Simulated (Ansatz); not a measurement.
`C[Si](F)(F)N=C=O` + HI → `C[Si](F)(F)I` + `N=C=O` at 400 K and 1 bar (ligand exchange at the Si–N bond).

Program: Ansatz. Geometries: PBE0-D4/def2-TZVP. ΔE: electronic, gas phase. CCSD(T)/CBS is the MP2 limit (def2-TZVPP, def2-QZVPP) plus CCSD(T) − MP2 in def2-TZVPP, frozen cores. This one scheme is used for every species. def2 core potentials past Kr. For I outer-core shells are correlated without core-valence functions, which leaves a few kJ/mol of doubt a bond. Each species was taken in one conformer, which may not be the lowest.

```
           species  CCSD(T)/CBS energy (Eh)  H − E (kJ/mol)  S (J/(mol·K))
`C[Si](F)(F)N=C=O`               -696.65556           188.5          431.5
                HI               -298.03592            25.7          215.0
    `C[Si](F)(F)I`               -826.16288           147.1          388.1
           `N=C=O`               -168.51995            72.4          252.4
```

H − E and S are ideal-gas, rigid-rotor, harmonic terms from PBE0-D4/def2-TZVP, for one conformer and one mirror image of each species. 1 Eh = 2625.50 kJ/mol, R = 8.31446 J/(mol·K).

By hand: ΔE, ΔH, ΔS and ΔG.

ΔE = (-826.16288) + (-168.51995) − (-696.65556) − (-298.03592) = 0.00865 Eh = 22.7 kJ/mol. Δ(H − E) = 147.1 + 72.4 − 188.5 − 25.7 = 5.3, so ΔH = 28.0 kJ/mol. ΔS = 388.1 + 252.4 − 431.5 − 215.0 = -6.0 J/(mol·K). ΔG = 28.0 − 400 × (-6.0)/1000 = 30.4 kJ/mol.

By hand: the equilibrium constant, and the temperature at which ΔG would vanish if ΔH and ΔS stayed fixed.

log₁₀ K = −ΔG/(RT ln 10) = -4.0. ΔH and −TΔS have one sign here, so there is no such temperature.

The number of gas molecules stays the same, so ΔS is small and ΔH decides. A doubt of 5 kJ/mol in ΔE shifts log₁₀ K by 0.7 here. Other conformers and mirror images would add mixing entropy, several J/(mol·K) or more a flexible species. Modes under 60 cm⁻¹, often nearly free rotors, make the harmonic entropy too high. These are equilibria of isolated gas molecules and say nothing of rates. Largest T1 diagnostic: 0.018 (customary marks: 0.02 for closed shells, 0.045 for open ones).

ΔS is within the doubt of such terms, so its sign, and with it that verdict, could turn.
